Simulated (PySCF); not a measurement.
Cl3W, neutral, multiplicity 4. Atoms are numbered in the order given.

```xyz
4

W      0.0000     0.0000     0.0000
Cl     2.2768     0.0000     0.0000
Cl    -1.1384    -1.9718     0.0000
Cl    -1.1384     1.9718     0.0000
```
Charge 0, spin multiplicity 4.

Geometry: PBE-D3(BJ)/def2-SVP. The spin state was assumed, not searched. The def2 effective core potentials stand for the cores of W; spin–orbit coupling is left out.

The numbers are results of PySCF 2.14.0 with PBE-D3(BJ)/def2-SVP, not measurements.

Frequencies are harmonic and unscaled.

Modes within 1.5 cm⁻¹ of each other (mostly degenerate sets) share a row, with their intensities summed.

```tsv
mode	ν (cm⁻¹)	IR (km/mol)	moving atoms (share of kinetic energy)
1	77	1.5	Cl 63 %, W 37 %
2–3	93	0.1	Cl 88 %, W 12 %
4	381	0.0	Cl 100 %
5–6	405	113.8	Cl 76 %, W 24 %
```
